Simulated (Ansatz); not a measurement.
Frontier orbitals of AlH4SbSi (`[AlH]1[SiH2][SbH]1`).

Z-matrix (Å, degrees):
```
Al
Sb 1 2.590
Si 1 2.353 2 64.1
H 1 1.577 2 141.2 3 -171.8
H 1 1.957 2 44.0 3 -111.5
H 3 1.486 1 116.3 2 95.7
H 3 1.488 1 131.5 2 -103.5
```

Total charge 0; spin multiplicity 1. Correlated methods include outer-core shells of Sb, which these sets cover unevenly. Sb: def2 effective core potential. The structure was optimised at the PBE0-D4/def2-TZVP level. Basis def2-TZVPP, the Gaussian-basis code of Ansatz.

```csv
functional,HOMO (eV),LUMO (eV)
B97M-V,-5.36,-2.57
```

Problem. Give HOMO and LUMO (eV) with LDA (SPW92), PBE, revPBE, BLYP, r2SCAN, PBE0, B3LYP, r2SCANh, r2SCAN0, HSE06 (plane-wave form), BHLYP, CAM-B3LYP, LC-ωPBE, ωB97X-V, ωB97M-V, HF. (Estimate.)

Solution. Ansatz gave: 
```
             functional   HOMO   LUMO
            LDA (SPW92)  -5.33  -2.97
                    PBE  -5.20  -2.75
                 revPBE  -5.15  -2.67
                   BLYP  -5.01  -2.58
                 r2SCAN  -5.39  -2.59
                   PBE0  -6.05  -2.04
                  B3LYP  -5.84  -2.17
                r2SCANh  -5.70  -2.34
                r2SCAN0  -6.17  -1.96
HSE06 (plane-wave form)  -5.67  -2.41
                  BHLYP  -6.72  -1.20
              CAM-B3LYP  -7.10  -1.04
                LC-ωPBE  -8.28  -0.09
                ωB97X-V  -8.01  -0.15
                ωB97M-V  -7.86  -0.34
                     HF  -7.80   0.77
```

B3LYP here is the variant with VWN-RPA as its local correlation; programs differ in this. LC-ωPBE has ω = 0.4 bohr⁻¹.
